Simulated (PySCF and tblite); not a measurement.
Computed ¹H and ¹³C shifts (ppm) of 4 molecules with 6 carbons each, averaged over conformers at 298.15 K: GIAO PBE0/pcSseg-1 on GFN2-xTB geometries, unscaled, against TMS (¹H), TMS (¹³C) at the same level; H on other atoms than carbon is left out (PySCF, tblite).

P. ¹H: 5.42 (1H), 4.19 (1H), 2.12 (3H), 1.85 (1H), 1.78 (1H), 1.07 (3H) ¹³C: 172.9 (1C), 117.3 (1C), 64.7 (1C), 37.2 (1C), 16.8 (1C), 13.8 (1C)
Q. ¹H: 7.66 (1H), 3.66 (3H), 3.64 (1H), 3.49 (1H), 3.33 (1H), 2.17 (1H), 1.89 (1H) ¹³C: 174.4 (1C), 166.6 (1C), 47.4 (1C), 41.3 (1C), 34.9 (1C), 32.4 (1C)
R. ¹H: 8.05 (1H), 2.87 (1H), 1.38 (6H) ¹³C: 166.6 (1C), 150.7 (1C), 147.7 (1C), 32.9 (1C), 24.7 (2C)
S. ¹H: 2.98 (1H), 2.63 (1H), 2.46 (1H), 1.99 (1H), 1.97 (1H), 1.92 (1H) ¹³C: 214.1 (1C), 121.8 (1C), 43.9 (1C), 39.6 (1C), 37.6 (1C), 19.3 (1C)

The molecules:
1. C₆H₉NOSi, SMILES N#C[C@H]1C[C@H]([SiH3])CC1=O
2. C6H9NSSe, SMILES CC(C)c1csnc1[SeH]
3. C₆H₁₀ClF, SMILES CC[C@@H](Cl)/C=C(\C)F
4. C6H10N2O, SMILES C/N=C\[C@@H]1CNC(=O)C1

Q: Which spectrum belongs to which molecule?

A: P is 3; Q is 4; R is 2; S is 1.

Assigned:
1. [N:1]#[C:2][C@H:3]1[CH2:4][C@H:5]([SiH3:6])[CH2:7][C:8]1=[O:9]: ¹³C: 214.1 (C8), 121.8 (C2), 43.9 (C7), 39.6 (C3), 37.6 (C4), 19.3 (C5) ppm.
2. [CH3:1][CH:2]([CH3:3])[c:4]1[cH:5][s:6][n:7][c:8]1[SeH:9]: ¹³C: 166.6 (C8), 150.7 (C5), 147.7 (C4), 32.9 (C2), 24.7 (C1/C3) ppm.
3. [CH3:1][CH2:2][C@@H:3]([Cl:4])/[CH:5]=[C:6](\[CH3:7])[F:8]: ¹³C: 172.9 (C6), 117.3 (C5), 64.7 (C3), 37.2 (C2), 16.8 (C7), 13.8 (C1) ppm.
4. [CH3:1]/[N:2]=[CH:3]\[C@@H:4]1[CH2:5][NH:6][C:7](=[O:8])[CH2:9]1: ¹³C: 174.4 (C7), 166.6 (C3), 47.4 (C5), 41.3 (C1), 34.9 (C9), 32.4 (C4) ppm.

Unscaled shifts at such levels can be off by 15 ppm or more for ¹³C and 0.8 ppm for ¹H.

For scale, the study of N#C[C@H]1C[C@H]([SiH3])CC1=O took 97 s on 1 thread of AMD EPYC 7B13, on a host shared with other jobs (rough), launched as `OMP_NUM_THREADS=1 python ens_run.py task.json out`.
